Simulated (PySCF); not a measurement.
# Diatomic cations of Be with the alkaline earths

CCSD(T) with double-zeta basis sets in PySCF, for the lowest determinant that a PBE0 search found; no spin–orbit coupling. De refers to high-spin ground-configuration atoms (the charge goes to the atom of lower measured ionisation energy or higher electron affinity, which is not always the lowest computed limit).

```
 M     basis  reference, frozen orbitals  charged atom  state (unpaired electrons)  Re (Å)  ωe (cm⁻¹)  De (eV)
Be   cc-pVDZ                     ROHF, 0           Be+               doublet (σ ↑)   2.254        524     1.92
Mg   cc-pVDZ                     ROHF, 1           Mg+               doublet (σ ↑)   2.678        326     0.83
Ca  def2-SVP                     ROHF, 5           Ca+               doublet (σ ↑)   3.278        191     0.34
Sr  def2-SVP                     ROHF, 0           Sr+               doublet (σ ↑)   3.507        144     0.22
```

The shortest bond is that of Be₂⁺ (2.254 Å), the longest that of SrBe⁺ (3.507 Å). Be₂⁺ is bound most strongly (1.92 eV) and SrBe⁺ least (0.22 eV).

The rows differ in basis set, which adds steps of its own.

Down a group the atoms grow and get heavier, so bonds lengthen and wavenumbers fall; this series shows no clear exception.

Correlated steps freeze the inner cores (0 to 5 orbitals); shallow outer-core shells are correlated. Weak bonds: CaBe⁺, SrBe⁺. Basis-set superposition, not corrected here, can be much of De in a small basis, most of all at correlated wavefunction levels. Spin–orbit coupling is left out. For an ion De counts to the pair picked by the measured ionisation energies or electron affinities, which need not be the lowest pair at this level. The CCSD T1 diagnostic is raised in MgBe⁺, a sign that a single reference may not be enough there. States were picked by a PBE0 search and need not be the measured ground states.
